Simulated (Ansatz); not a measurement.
Problem. Name a neutral molecule of C, N, S, Si and H with HOMO energy (PBE/def2-TZVPP) between -5.50 and -5.20 eV and HOMO–LUMO gap (B3LYP/def2-TZVPP) between 6.10 and 6.40 eV (Ansatz, PBE0-D4/def2-TZVP geometry).

Solution. `CNC([SiH3])S` (-5.34 eV, 6.34 eV); `C[SiH]1NCS1` (-5.41 eV, 6.37 eV); `CC(N)([SiH3])S` (-5.49 eV, 6.26 eV); `CC(S)N[SiH3]` (-5.43 eV, 6.29 eV); `NC[SiH2]S[SiH3]` (-5.34 eV, 6.17 eV). Other molecules can fit too; these were computed, each in one conformer that needn't be the lowest.

B3LYP here is the variant with VWN-RPA as its local correlation; programs differ in this.
